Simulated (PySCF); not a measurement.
# Structure elucidation problem

Molecular formula: C5H10F3PSi. Simulated spectra:

1H NMR (400 MHz, computed): δ 10.41 (m, 1H), 0.30 (s, 9H).

13C{1H} NMR (computed): δ 221.6 (CH), 139.5 (C), 1.4 (CH3).

Calculated, not measured (PySCF): GFN2-xTB geometry, PBE0/pcSseg-1 with gauge-including orbitals. One averaged value for each set of equivalent atoms, isolated molecule, single conformer, no relativistic terms.

δ = σ(ref) − σ, references computed at the same level: 1H (31.72 ppm) and 13C (186.93 ppm) vs TMS.

**Question.** Deduce the structure.

**Answer.** 
- 3 carbon signals for 5 carbons: some carbons are equivalent by symmetry or fast rotation.
- Carbon types of the structure: 1 × C, 1 × CH, 3 × CH3, which accounts for all hydrogens.
- δC 221.6: carbon double-bonded to a heavier main-group atom.
- δC 139.5: CF3 carbon; 3 electronegative neighbours deshield it.
- δC 1.4: methyl carbon bonded to Si; an electropositive neighbour leaves it electron-rich and shielded.
- δH 10.41: hydrogen on a carbon double-bonded to a heavier main-group atom.
- δH 0.30: hydrogen on a methyl carbon bonded to Si; an electropositive neighbour shields it, as in TMS itself.

The compound is `C[Si](C)(C)/C=P\C(F)(F)F`.

The shifts were computed for this structure.

Splittings by 19F and 31P in the carbon and heteronuclear signals aren't shown, as no couplings were computed. Shifts are as computed. Against solution values, carbons near 30 ppm lie about +3 ppm off and those near 130 ppm about +5 ppm. Of 1211 compounds with measured shifts, 218 miss one by over three times the rms of a fit or turn the order of signals round; such compounds aren't used in these exercises. Multiplicities follow the n + 1 count of equivalent neighbours, as no J values were calculated; m marks all less simple cases, F and P coupling included.
